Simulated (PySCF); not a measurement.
C3H3ClF2, SMILES F[C@@H]1[C@H](F)[C@H]1Cl. Atoms are numbered in the order given.

```xyz
9

F     -1.6267     0.2004     1.3863
C     -0.6275    -0.4364     0.7491
C     -0.6275    -0.4364    -0.7491
F     -1.6267     0.2004    -1.3863
C      0.3567     0.4048     0.0000
Cl     2.0633     0.0227     0.0000
H     -0.2706    -1.3304     1.2723
H     -0.2706    -1.3304    -1.2723
H      0.1341     1.4765     0.0000
```
Charge 0, spin multiplicity 1.

The structure is a stationary point at PBE0-D3(BJ)/def2-SVP. The structure was generated by enumeration; whether it is a known compound was not checked.

These are PBE/pcSseg-1 run with PySCF values and carry that method's errors.

GIAO shieldings, no solvent; atoms alike by connectivity are averaged. δ = σ(ref) − σ: ¹⁹F against CFCl3 (σ = 133.6 ppm); ¹³C against TMS (σ = 182.0 ppm); ³⁵Cl against HCl (σ = 936.5 ppm); ¹H against TMS (σ = 31.49 ppm), references at their B3LYP-D3(BJ)/def2-TZVP geometries, non-relativistic (without spin–orbit terms, shifts of atoms bonded to Cl or Br come out too high).

Question: Estimate the chemical shifts. (The exact figures need the calculation; the answer reports its results.)

Answer: 
```tsv
nucleus	atoms	count	δ (ppm)
¹⁹F	F1, F4	2	-270.0
¹³C	C2, C3	2	82.7
¹³C	C5	1	42.5
³⁵Cl	Cl6	1	126.6
¹H	H7, H8	2	4.38
¹H	H9	1	3.37
```
